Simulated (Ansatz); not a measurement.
`O[SiH2][GeH3]` + `N=C1O[SiH2]1` → `[GeH3]/[N]=C1\O[SiH2]1` + silanol at 400 K and 1 bar (cleavage of the Ge–Si bond).

Calculated with Ansatz (gas phase, PBE0-D4/def2-TZVP geometries, no zero-point term in ΔE). CBS: MP2 limit from def2 TZ/QZ plus the TZ coupled-cluster correction, frozen cores. For Ge outer-core shells are correlated without core-valence functions, which leaves a few kJ/mol of doubt a bond. Scalar relativity is left out up to krypton. Each species was taken in one conformer, which may not be the lowest.

| species | CCSD(T)/CBS energy (Eh) | H − E (kJ/mol) | S (J/(mol·K)) |
| --- | --- | --- | --- |
| `O[SiH2][GeH3]` | -2444.00682 | 172.7 | 366.2 |
| `N=C1O[SiH2]1` | -458.76323 | 129.7 | 305.8 |
| `[GeH3]/[N]=C1\O[SiH2]1` | -2536.08022 | 175.6 | 396.3 |
| `O[SiH3]` | -366.69042 | 120.0 | 276.4 |

H − E and S are ideal-gas, rigid-rotor, harmonic terms from PBE0-D4/def2-TZVP, for one conformer and one mirror image of each species. 1 Eh = 2625.50 kJ/mol, R = 8.31446 J/(mol·K).

By hand: ΔE, ΔH, ΔS and ΔG.

ΔE = (-2536.08022) + (-366.69042) − (-2444.00682) − (-458.76323) = -0.00059 Eh = -1.5 kJ/mol. Δ(H − E) = 175.6 + 120.0 − 172.7 − 129.7 = -6.8, so ΔH = -8.3 kJ/mol. ΔS = 396.3 + 276.4 − 366.2 − 305.8 = 0.7 J/(mol·K). ΔG = -8.3 − 400 × (0.7)/1000 = -8.6 kJ/mol.

By hand: the equilibrium constant, and the temperature at which ΔG would vanish if ΔH and ΔS stayed fixed.

log₁₀ K = −ΔG/(RT ln 10) = 1.1. ΔH and −TΔS have one sign here, so there is no such temperature.

The number of gas molecules stays the same, so ΔS is small and ΔH decides. A doubt of 5 kJ/mol in ΔE shifts log₁₀ K by 0.7 here. Other conformers and mirror images would add mixing entropy, several J/(mol·K) or more a flexible species. Modes under 60 cm⁻¹, often nearly free rotors, make the harmonic entropy too high. These are equilibria of isolated gas molecules and say nothing of rates. Largest T1 diagnostic: 0.017 (customary marks: 0.02 for closed shells, 0.045 for open ones).

ΔS is within the doubt of such terms, so its sign, and with it that verdict, could turn.
